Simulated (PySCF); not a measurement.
TaO₂, SMILES [O]=[Ta]=[O] (connectivity only; charge and spin as stated), neutral, multiplicity 2.

Geometry optimised at PBE-D3(BJ)/def2-TZVP. The spin state was assumed, not searched. The def2 effective core potentials stand for the cores of Ta; spin–orbit coupling is left out.

These are PySCF with TDA-PBE/def2-TZVPD values and carry that method's errors.

Vertical excitations. The molecule is in vacuum.

| state | energy (eV) | λ (nm) | f | main pairs |
|---|---|---|---|---|
| root 1 | 1.99 | 622 | 0.050 | α HOMO→LUMO 98 % |
| root 2 | 2.29 | 541 | 0.045 | α HOMO→LUMO+1 97 % |
| root 3 | 2.46 | 504 | 0.002 | β HOMO→LUMO 99 % |
| root 4 | 2.88 | 430 | 0.000 | α HOMO−1→LUMO 99 % |
| root 5 | 3.22 | 384 | 0.002 | α HOMO−1→LUMO+1 97 % |
| root 6 | 3.63 | 341 | 0.000 | α HOMO→LUMO+2 89 %, β HOMO−3→LUMO 10 % |
| root 7 | 3.76 | 330 | 0.000 | β HOMO→LUMO+1 98 % |
| root 8 | 3.77 | 329 | 0.010 | β HOMO−1→LUMO 94 % |
| root 9 | 3.83 | 324 | 0.000 | β HOMO−2→LUMO 98 % |
| root 10 | 3.97 | 312 | 0.002 | β HOMO→LUMO+2 96 % |
Unrestricted roots are not spin-pure.
